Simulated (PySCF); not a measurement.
Run record: geometry optimisation, `C(CI)CCCC`.

Computed with PBE0-D3(BJ)/def2-SVP geometry optimisation, gas phase, def2 core potentials past Kr (PySCF 2.14.0). Start geometry: GFN2-xTB. A driver script takes a list of jobs; this job's settings line and coordinates (Å) are shown.

Input:
```
{"job": {"xc": "PBE0", "basis": "def2-SVP", "d3": "d3bj", "grid": 1, "maxiter": 30, "shake": 0.01, "kind": "geom"}, "charge": 0, "multiplicity": 1}
C     -3.179670     0.270400    -0.240610
C     -1.884400     0.505790     0.480470
C     -0.723390    -0.086790    -0.297610
C      0.657370     0.130900     0.431680
C      1.790450    -0.479190    -0.355540
C      3.093860    -0.245530     0.388650
I      4.790980    -1.084530    -0.683020
H     -3.161010     0.771720    -1.230380
H     -3.395060    -0.760580    -0.360650
H     -4.025110     0.723080     0.332510
H     -1.721800     1.577720     0.634010
H     -1.925210     0.050680     1.478450
H     -0.681050     0.385440    -1.288260
H     -0.886640    -1.152120    -0.423680
H      0.787300     1.188840     0.576110
H      0.572560    -0.316160     1.433340
H      1.844160    -0.001150    -1.336680
H      1.614040    -1.536940    -0.478670
H      3.311410     0.800610     0.515130
H      3.070210    -0.726780     1.369990
```

Give the output.

```
step   0  E = -533.73724208  max force = 0.041685
step   1  E = -533.74343340  max force = 0.008775
step   2  E = -533.74362154  max force = 0.001639
step   3  E = -533.74363589  max force = 0.000343
optimisation converged
```

Energies in Eh; «max force» is the largest Cartesian gradient component in Eh/bohr.

How much energy does the optimisation release, in eV?

E(step 0) − E(last step) = 0.006394 Eh, which is 0.174 eV.

Give the first gradient maximum in eV/Å.

With 1 Eh/bohr = 51.422 eV/Å, 2.144 eV/Å.

In short: final energy -533.74364 Eh after 3 steps; dipole 2.20 D.

Give the final coordinates.

0.040 Å rms from the input after alignment:
```
atom  x, y, z in Å
C1    -3.3088    0.3024   -0.1425
C2    -2.0066    0.5320    0.6074
C3    -0.7923   -0.0614   -0.0940
C4     0.5145    0.1623    0.6549
C5     1.7270   -0.4188   -0.0666
C6     3.0040   -0.1809    0.7071
I7     4.7507   -0.9714   -0.2937
H8    -3.2618    0.7183   -1.1620
H9    -3.5314   -0.7721   -0.2382
H10   -4.1616    0.7732    0.3699
H11   -1.8465    1.6151    0.7526
H12   -2.0824    0.1043    1.6229
H13   -0.7099    0.3688   -1.1085
H14   -0.9478   -1.1453   -0.2419
H15    0.6645    1.2454    0.8122
H16    0.4385   -0.2803    1.6644
H17    1.8120    0.0297   -1.0703
H18    1.5838   -1.5006   -0.2244
H19    3.2159    0.8875    0.8450
H20    2.9941   -0.6686    1.6909
```

Estimate the wall time. Hardware: one thread of an Arm Neoverse N1, no GPU (shared host). And the peak memory of the process?

About 1.9 min, with 0.69 GiB resident at the peak, the Python interpreter and its libraries included.
Labels such as C1 count atoms from 1, the log's own numbers from 0.
